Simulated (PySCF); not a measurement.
Cartesian coordinates in Å; atom numbers follow the order of the lines, from 1:
```xyz
16

C    -1.4146   -1.2025   -0.7185
C    -0.6938   -0.0560   -0.0727
C    -1.5684    1.0470    0.4540
C     0.6214   -0.0218    0.0244
C     1.6761    0.9032    0.5746
Si    2.3252   -0.6948   -0.2244
H    -2.0051   -0.8511   -1.5646
H    -0.7063   -1.9488   -1.0693
H    -2.0977   -1.6691   -0.0088
H    -2.1634    1.4759   -0.3521
H    -2.2562    0.6582    1.2047
H    -0.9664    1.8322    0.9024
H     1.6854    1.0291    1.6509
H     1.7824    1.8574    0.0717
H     2.9540   -0.6025   -1.5324
H     2.8198   -1.7474    0.6487
```

[PySCF: structure optimised with GFN2-xTB; NMR shieldings at PBE0/pcSseg-1/GIAO; a single conformation; no solvent model; averaged over atoms made equivalent by symmetry, fast rotation or ring inversion; non-relativistic Hamiltonian]

Shifts are taken against calculated references (same method and geometry level): 13C (186.93 ppm) against TMS.

Do the 13C shifts follow the atomic charges (in e)? Tabulate both.

Answers


| atoms | hybridisation | δ (ppm) | σ para (ppm) | Hirshfeld | IAO | Mulliken | ESP-fitted |
| --- | --- | --- | --- | --- | --- | --- | --- |
| C2 | sp2 | 151.6 | -226 | +0.02 | +0.05 | -0.32 | +0.33 |
| C4 | sp2 | 126.1 | -196 | -0.12 | -0.28 | -0.32 | -0.12 |
| C1 | sp3 | 30.9 | -91 | -0.12 | -0.42 | -0.16 | -0.80 |
| C3 | sp3 | 25.4 | -86 | -0.12 | -0.43 | -0.16 | -0.41 |
| C5 | sp3 | 0.1 | -67 | -0.17 | -0.53 | -0.42 | -0.60 |

Correlation coefficients of δ with charge over these carbons: Hirshfeld +0.80, IAO +0.92, Mulliken -0.20, ESP-fitted +0.89; with the paramagnetic shielding -1.00. With so few points, grouped by hybridisation, these coefficients are fragile. Charge is one influence among several: hybridisation and low-lying excitations act through the paramagnetic term.

Shifts are as computed. Against solution values, carbons near 30 ppm lie about +3 ppm off and those near 130 ppm about +5 ppm. Of 1309 compounds with measured shifts, 239 miss one by over three times the rms of a fit or turn the order of signals round; such compounds aren't used in these exercises.
